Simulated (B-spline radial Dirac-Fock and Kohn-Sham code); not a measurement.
# Dipole and non-dipole photoemission parameters of Nb³⁺ 4s

System: niobium as Nb³⁺ in the configuration [Kr] 4d2; threshold 96.06 eV (orbital energy of the model). Model: Dirac-Hartree-Slater photoionisation with a Latter tail; cross sections with all multipoles, angular parameters from the dipole term and its interference with E2. Program: a radial atomic solver.

The run's input, task.json:

```json
{"items": [{
  "Z": 41,
  "q": 3,
  "cfg": [[1, 0, 2], [2, 0, 2], [2, 1, 6], [3, 0, 2], [3, 1, 6], [3, 2, 10], [4, 0, 2], [4, 1, 6], [4, 2, 2]],
  "A": 93,
  "rrms": 4.324,
  "do": "xps",
  "hv": [59.1, 61.8, 82.7, 86.2, 86.9, 100, 105.0, 150, 248.0, 339.0, 400, 408.0, 449.0, 454.0, 589.0, 600, 1000, 1730.0, 1980.0, 2330.0, 2470.0, 2870.0, 2984.4, 5414.7, 6940.0, 7230.0, 7720.0, 10200.0, 13200.0, 15000]
}]}
```

Run with: `python xray2_run.py task.json out`

For linearly polarised light dσ/dΩ = σ/(4π) [1 + β P₂(cos θ) + (δ + γ cos²θ) sin θ cos φ], with θ from the polarisation vector and φ the angle between the beam and the projection of the electron momentum on the plane normal to the polarisation.

```
hν (eV)  σ (kb)      β       γ
    105     222  1.977   0.086
    150     176  1.987   0.226
    248    97.8  1.992   0.286
    339    63.6  1.993   0.275
    400    49.5  1.994   0.256
    408    48.1  1.994   0.253
    449    41.4  1.994   0.237
    454    40.7  1.994   0.235
    589    27.1  1.995   0.183
    600    26.3  1.995   0.179
   1000    11.2  1.996   0.048
   1730    4.28  1.996  -0.069
   1980    3.34  1.996  -0.081
   2330    2.47  1.997  -0.082
   2470    2.21  1.997  -0.079
   2870       ?      ?       ?
 2984.4    1.54  1.997  -0.049
 5414.7   0.462  1.997   0.244
   6940   0.273  1.997   0.462
   7230   0.250  1.997   0.503
   7720   0.217  1.997   0.573
  10200   0.117  1.996   0.918
  13200  0.0645  1.996   1.301
  15000  0.0477  1.995   1.512
```

Q: Give the values at 2870 eV.

A: σ = 1.66 kb, β = 1.997, γ = -0.058. For an s subshell δ is negligible.

Values without a named source are computed, but for edge energies of neutral atoms, which are taken from tables.
